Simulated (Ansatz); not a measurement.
Consider the atomization: `[Se]=C[S][SbH2]` → C• + 3 H• + S• + Sb• + Se•.

Calculated with Ansatz (gas phase, PBE0-D4/def2-TZVP geometries, no zero-point term in ΔE). CBS: MP2 limit from def2 TZ/QZ plus the TZ coupled-cluster correction, frozen cores. This one scheme is used for every species, atoms too. For atomizations the MP2-based limit and the directly extrapolated one differ by several kJ/mol either way, and by 10 to 25 for some Ge, Se and Sn compounds, so smaller differences from it don't rank the levels. DFT in def2-TZVPP. Open shells (•) are unrestricted, without spin–orbit coupling. Spin–orbit coupling would lower the free atoms: a little for C, S; clearly for Se. Elements past krypton have def2 core potentials. For Sb, Se outer-core shells are correlated without core-valence functions, so the limit isn't a true one: a few kJ/mol of doubt a bond, and 10 to 20 or more in all where bonds break to atoms. Scalar relativity is left out up to krypton. Each species was taken in one conformer, which may not be the lowest.

`[Se]=C[S][SbH2]`:

Cartesian coordinates in Å:
```
Se 2.490 -0.884 1.524
C 1.047 -0.389 0.643
S 0.845 1.182 -0.014
Sb -1.367 1.147 -1.076
H 0.223 -1.082 0.486
H -1.113 -0.370 -1.822
H -2.125 0.394 0.260
```

CCSD(T)/CBS gives +1968.4 kJ/mol.

Task: Another level gave +1874.1 kJ/mol. Which?
A. LC-ωPBE/def2-TZVPP
B. PBE/def2-TZVPP
C. B97M-V/def2-TZVPP
D. SCS-MP2/def2-TZVPP

Result: A. LC-ωPBE 1874.1, PBE 2026.8, B97M-V 2001.1, SCS-MP2/def2-TZVPP 1888.8 kJ/mol.

Largest T1 diagnostic among the species: 0.016.

The D4 term adds +38.6 kJ/mol with B3LYP and +20.0 kJ/mol with PBE0; it sums over pairs of atoms, weighted by their polarisabilities, and B3LYP, whose exchange is more repulsive, gets the larger term. In def2-TZVPP, CCSD(T) changes the Hartree–Fock value by +709.0 kJ/mol (the triples alone add +66.0 kJ/mol) and MP2 by +729.0 kJ/mol; breaking electron pairs costs correlation energy, which Hartree–Fock lacks.

B3LYP here is the variant with VWN-RPA as its local correlation; programs differ in this.
